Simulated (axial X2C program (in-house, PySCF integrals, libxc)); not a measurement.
## Which molecule has these constants?

Calculated with an in-house relativistic program for diatomic molecules, spin-free (one-electron X2C) or two-component (2c: spin–orbit coupling with atomic mean-field Coulomb and Gaunt terms, which also bring small scalar terms), in Dyall basis sets with cores contracted in-house; open shells are unrestricted.

A two-component PBE0 calculation in a Dyall 3-zeta basis gave Re = 2.770 Å, ωe = 218.9 cm⁻¹, dipole magnitude 2.95 D, Ω = 1.

Task: Which molecule is it?
A. CaSn
B. SrSn
C. MgSn
D. BeSn

Result: C. The others have CaSn 3.004 Å and 184.3 cm⁻¹ (Ω = 1); BeSn 2.353 Å and 442.3 cm⁻¹ (Ω = 1); SrSn 3.156 Å and 135.0 cm⁻¹ (Ω = 1).

Each entry is the lowest single determinant of a limited PBE0 search at one distance. De goes to single-determinant-based atoms at the same level (for ions the charge split of lowest energy) and is withheld (n/a) where an atom does not fit its ground term or J level. Main or longest-lived isotopes. One determinant is a doubtful description, or other states lie close, for MgSn, CaSn, BeSn, SrSn; these need not be ground states, and all values refer to the states named. Some open-shell Ω = 0 determinants are out of reach, so the Ω given for MgSn, CaSn, BeSn, SrSn need not be the lowest component. With several unpaired electrons the Ω given is that of one determinant, not necessarily of the lowest component. The functionals have no current term, which raises determinants with orbital currents.
